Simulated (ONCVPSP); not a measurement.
Logarithmic derivatives: calcium, ONCV

| Item | Value |
| --- | --- |
| Element | Ca (Z = 20) |
| Generator | ONCVPSP 4.0.1 |
| Type | optimised norm-conserving Vanderbilt (ONCV) |
| Functional | PBEsol |
| Relativity | scalar-relativistic |
| Frozen core | [Ne] |
| Valence charge | 10 |
| Reference configuration | 3s2 3p6 4s2 |
| Partial waves | 3s+4s: rc 2.10 bohr, ncon 5, nbas 9, qcut 7.6 1/bohr, 2 projectors; 3p: rc 1.45 bohr, ncon 4, nbas 8, qcut 9.5 1/bohr, 2 projectors, debl 3.4 Ha; d scattering state at 0.39 Ha: rc 1.80 bohr, ncon 4, nbas 8, qcut 5.8 1/bohr, 1 projector; f scattering state at 0.28 Ha: rc 1.80 bohr, ncon 4, nbas 8, qcut 6.5 1/bohr, 2 projectors, debl 2.3 Ha |
| Local potential | polynomial inside 1.35 bohr (lpopt 4, dvloc0 0 Ha) |
| Core correction | none |

In the d channel the program set the typed energies aside and used -0.072 Ha.

The phase is arctan(r·R′/R) of the radial function R(r), unwrapped; energies in Ha, scanned from -3 to 5 Ha. A pole is an energy at which the radial function vanishes at the test radius. The pseudo phase is shifted by a multiple of π to meet the all-electron one at the reference energy, and phase errors are pseudo minus all-electron; the curves can meet again beyond the range given. Levels narrower than the energy grid can be missing from the lists of poles.

Q: For each channel, where are the poles, and over which energies does the pseudopotential scatter like the atom?

A:

| channel | radius (bohr) | reference energy (Ha) | poles, all-electron | poles, pseudo | unbroken range about the reference energy with phases within 0.05 rad | phase error 1 Ha above the reference energy (rad) |
| --- | --- | --- | --- | --- | --- | --- |
| s | 2.13 | -0.14 | -1.57, 3.26 | -1.57, 3.24 | the whole range | -0.000 |
| p | 1.47 | -1.03 | 0.52 | 0.52 | the whole range | -0.000 |
| d | 1.83 | -0.07 | 0.73 | 0.78 | below 1.3 | +0.025 |
| f | 1.83 | 0.28 | 4.30 | 4.30 | the whole range | +0.000 |

Phases in the s channel:

```tsv
E (Ha)	all-electron	pseudo
-2.98	1.254	1.254
-2.54	1.161	1.161
-2.10	0.757	0.757
-1.66	-1.462	-1.462
-1.22	-1.762	-1.762
-0.78	-1.911	-1.911
-0.34	-2.111	-2.111
0.10	-2.551	-2.551
0.54	-3.509	-3.509
0.98	-4.163	-4.163
1.42	-4.415	-4.415
1.86	-4.537	-4.537
2.30	-4.611	-4.612
2.74	-4.663	-4.664
3.18	-4.705	-4.707
3.62	-4.744	-4.746
4.06	-4.782	-4.787
4.50	-4.828	-4.837
4.94	-4.889	-4.910
```
